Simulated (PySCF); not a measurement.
A geometry optimisation, step by step.

Compound: C₁₁H₇FO.
Numbering: `[O:1]=[C:2]([F:3])[c:4]1[cH:5][cH:6][c:7]2[cH:8][cH:9][cH:10][cH:11][c:12]2[cH:13]1` (hydrogens: H14 on C5; H15 on C6; H16 on C8; H17 on C9; H18 on C10; H19 on C11; H20 on C13)

Method: PySCF, PBE0-D3(BJ)/def2-SVP geometry optimisation, gas phase; density fitting, grid level 1; the optimiser is geomeTRIC in internal coordinates, started from a GFN2-xTB structure with every atom displaced at random (about 0.01 Å). 4 of its 13 geometries are shown. The frame can shift and turn from step to step; on so coarse a grid that alone can change the energy by a few meV, and forces under 0.02 eV/Å are noise.

Step 0: E = -16255.8593 eV, largest atomic force 3.675 eV/Å
```
atom  x, y, z in Å  |  force x, y, z in eV/Å
O1      4.413   -0.394   -0.347   -2.237   1.546  -0.067
C2      3.438    0.337   -0.386    3.661  -0.017  -0.326
F3      3.615    1.675   -0.641   -0.018  -0.921   0.179
C4      2.068    0.013   -0.197   -3.324  -0.058   0.140
C5      1.707   -1.348    0.062    0.177   1.273  -0.053
C6      0.407   -1.704    0.257    0.144  -0.774   0.043
C7     -0.620   -0.757    0.192   -0.201   0.285  -0.024
C8     -1.966   -1.101    0.375   -0.869   0.202   0.250
C9     -2.968   -0.155    0.327    0.767  -0.414  -0.235
C10    -2.649    1.179    0.053   -0.446   0.546   0.018
C11    -1.355    1.554   -0.136    0.525  -0.128  -0.029
C12    -0.300    0.605   -0.068   -1.106  -0.050  -0.018
C13     1.013    0.972   -0.274    2.698  -1.112   0.143
H14     2.497   -2.057    0.127    0.779  -0.793   0.020
H15     0.153   -2.750    0.462    0.016   0.100  -0.017
H16    -2.227   -2.125    0.590   -0.043  -0.567   0.050
H17    -3.997   -0.426    0.450   -0.683  -0.316   0.185
H18    -3.447    1.919   -0.006   -0.044   0.086  -0.007
H19    -1.093    2.578   -0.347    0.058   0.533  -0.099
H20     1.261    2.002   -0.463    0.146   0.578  -0.154
```

Step 4: E = -16256.1000 eV, largest atomic force 0.579 eV/Å
```
atom  x, y, z in Å  |  force x, y, z in eV/Å
O1      4.345   -0.497   -0.547   -0.095  -0.283   0.197
C2      3.456    0.283   -0.457    0.262   0.341  -0.389
F3      3.726    1.588   -0.627   -0.292   0.168   0.099
C4      2.025    0.006   -0.227    0.372  -0.080   0.014
C5      1.701   -1.355    0.013   -0.224  -0.036   0.015
C6      0.396   -1.717    0.221    0.011   0.076  -0.009
C7     -0.636   -0.740    0.193   -0.013  -0.110   0.012
C8     -1.994   -1.089    0.399   -0.058   0.007   0.004
C9     -2.982   -0.132    0.369    0.071   0.017  -0.001
C10    -2.652    1.222    0.131   -0.023   0.012  -0.001
C11    -1.344    1.592   -0.075    0.001   0.059  -0.008
C12    -0.301    0.630   -0.052   -0.122   0.021   0.006
C13     1.052    0.986   -0.262    0.070  -0.254   0.089
H14     2.506   -2.091    0.023    0.008   0.043  -0.001
H15     0.133   -2.761    0.410   -0.012   0.014  -0.007
H16    -2.245   -2.137    0.583    0.012  -0.003   0.002
H17    -4.024   -0.415    0.530    0.005   0.002  -0.005
H18    -3.443    1.975    0.110    0.005   0.008  -0.002
H19    -1.086    2.638   -0.258   -0.006   0.006  -0.006
H20     1.318    2.028   -0.446    0.028  -0.005  -0.010
```

Step 8: E = -16256.1226 eV, largest atomic force 0.104 eV/Å
```
atom  x, y, z in Å  |  force x, y, z in eV/Å
O1      4.373   -0.442   -0.486    0.000  -0.026   0.048
C2      3.457    0.312   -0.461    0.006   0.003  -0.103
F3      3.656    1.625   -0.666   -0.024  -0.001   0.035
C4      2.037   -0.017   -0.239   -0.021   0.012   0.023
C5      1.698   -1.375    0.002    0.022  -0.008   0.001
C6      0.391   -1.729    0.212    0.006   0.007  -0.005
C7     -0.643   -0.754    0.191    0.004  -0.013   0.004
C8     -2.003   -1.092    0.404    0.026   0.075  -0.015
C9     -2.974   -0.118    0.376   -0.098  -0.028   0.014
C10    -2.640    1.235    0.136    0.040  -0.028   0.000
C11    -1.329    1.593   -0.075   -0.006  -0.018   0.003
C12    -0.303    0.614   -0.052    0.043  -0.003  -0.007
C13     1.054    0.953   -0.265    0.012   0.029   0.004
H14     2.500   -2.115    0.015    0.000  -0.005  -0.001
H15     0.126   -2.772    0.399    0.000   0.000  -0.002
H16    -2.266   -2.136    0.590   -0.004   0.010  -0.001
H17    -4.019   -0.390    0.542   -0.011   0.000   0.002
H18    -3.426    1.993    0.117   -0.002  -0.009   0.001
H19    -1.060    2.636   -0.262    0.006  -0.004   0.000
H20     1.323    1.994   -0.451    0.001   0.005   0.000
```

Step 12: E = -16256.1235 eV, largest atomic force under 0.02 eV/Å
```
atom  x, y, z in Å  |  force x, y, z in eV/Å
O1      4.372   -0.455   -0.467   -0.001   0.000   0.000
C2      3.459    0.302   -0.458    0.000   0.000   0.000
F3      3.662    1.615   -0.659   -0.001   0.000   0.001
C4      2.036   -0.021   -0.240    0.002   0.000   0.001
C5      1.695   -1.378   -0.001   -0.004   0.003   0.001
C6      0.387   -1.729    0.208   -0.002  -0.006   0.000
C7     -0.644   -0.751    0.189    0.002   0.003  -0.001
C8     -2.005   -1.084    0.403    0.001  -0.002   0.000
C9     -2.978   -0.112    0.376    0.000   0.000  -0.001
C10    -2.638    1.239    0.135    0.001   0.000   0.000
C11    -1.327    1.595   -0.076    0.001   0.000   0.000
C12    -0.300    0.616   -0.054    0.002   0.000   0.000
C13     1.058    0.953   -0.266    0.002   0.000  -0.001
H14     2.496   -2.120    0.011   -0.001  -0.001  -0.001
H15     0.120   -2.772    0.394   -0.001  -0.001  -0.001
H16    -2.269   -2.128    0.589   -0.001   0.000  -0.001
H17    -4.024   -0.383    0.542    0.000   0.000   0.000
H18    -3.422    1.999    0.116    0.000   0.001   0.000
H19    -1.056    2.637   -0.263    0.001   0.000   0.001
H20     1.330    1.994   -0.450    0.001   0.000   0.001
```

Q: Summarise the path.

A: The energy falls by 6.09 kcal/mol from step 0 to step 12; nine tenths of that is first reached at step 3. It rises by more than 0.2 meV at steps 2, 4 and 8. The largest force goes from 3.675 to under 0.02 eV/Å. Among the bonds C2–C4 changes most, from 1.420 to 1.475 Å; the atoms move by 0.028 Å rms after alignment.

Q: Follow the three bonds and two angles with the largest change from start to end.

A: 
```
step  E above end (kcal/mol)  largest force (eV/Å)  C2–C4 (Å)  C4–C13 (Å)  C12–C13 (Å)  C5–C4–C13 (°)  O1–C2–C4 (°)
   0                    6.09                 3.675      1.420       1.429        1.378          117.5         129.1
   1                    1.05                 0.790      1.483       1.384        1.418          120.9         124.7
   2                    1.16                 0.759      1.480       1.379        1.416          118.7         127.9
   3                    0.27                 0.353      1.475       1.379        1.414          120.4         126.9
   4                    0.54                 0.579      1.476       1.382        1.415          121.6         127.9
   5                    0.10                 0.259      1.476       1.381        1.415          120.6         127.3
   6                    0.08                 0.267      1.474       1.381        1.415          120.7         127.2
   7                    0.01                 0.061      1.474       1.381        1.415          120.4         127.2
   8                    0.02                 0.104      1.475       1.381        1.415          120.3         127.2
   9                    0.00                 0.058      1.475       1.381        1.415          120.4         127.1
  10                    0.00                 0.032      1.475       1.381        1.415          120.4         127.1
  11                    0.00                 0.024      1.475       1.381        1.415          120.5         127.1
  12                    0.00            under 0.02      1.475       1.381        1.415          120.5         127.1
```

The cost below is that of the whole optimisation. Time: 3.9 min; peak memory 1.3 GiB. Hardware: an Intel Xeon 6975P-C with one thread, shared host with 192 logical CPUs at a one-minute load of 53.
